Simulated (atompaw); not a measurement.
## Before and after: PAW (atompaw) potential for molybdenum (Mo)

- Element: Mo
- Generator: atompaw 4.2.0.5
- Type: PAW
- Functional: PBEsol
- Relativity: scalar-relativistic
- Frozen core: [Kr]
- Valence charge: 6
- Reference configuration: 4d5 5s1 5p0
- Partial waves: 5s (bound): rc 3.00 bohr; 5s channel at 1.65 Ry: rc 3.00 bohr; 5p (bound, empty): rc 3.00 bohr; 5p channel at 1.7 Ry: rc 3.00 bohr; 4d (bound): rc 1.55 bohr; 4d channel at 0.3 Ry: rc 1.55 bohr
- Local potential: bessel scheme, radius 2.00 bohr
- Core correction: smooth core density matched at 2.10 bohr
- Augmentation charge: besselshape compensation charge, radius 2.85 bohr; PAW radius 3.00 bohr; waves and projectors: custom rrkj vanderbiltortho

Change: local potential bessel scheme, radius 2.30 bohr.

Cutoffs: the cutoffs (Ry, on a coarse ladder) from which the occupation-weighted sum of valence levels, in a spherical-Bessel basis at the reference potential, stays within 10 and 1 mRy of its value at 400 Ry; they do not see the model core or the augmentation charge, which bear on the density cutoff.

Task: What does the change do?

Result: The potential gets neither clearly harder nor softer (40 Ry and 70 Ry → 40 Ry and 70 Ry); neither file shows a bound ghost.

| quantity | base | changed |
| --- | --- | --- |
| cutoff, loose | 40 Ry | 40 Ry |
| cutoff, tight | 70 Ry | 70 Ry |
| bound ghosts | none | none |
| s: phases at 3.01 bohr within 0.05 rad from the reference energy up to (Ry; the scan ends near 5) | 3.0 | 3.5 |
| p: phases at 3.01 bohr within 0.05 rad from the reference energy up to (Ry; the scan ends near 5) | 2.9 | 3.1 |
| d: phases at 3.01 bohr within 0.05 rad from the reference energy up to (Ry; the scan ends near 5) | to the end of the scan | to the end of the scan |
| lowest overlap eigenvalue by channel | s 0.59, p 0.57, d 0.98 | s 0.59, p 0.58, d 0.99 |

 The cutoffs see the waves, projectors and local potential, not the compensation charge or the core.
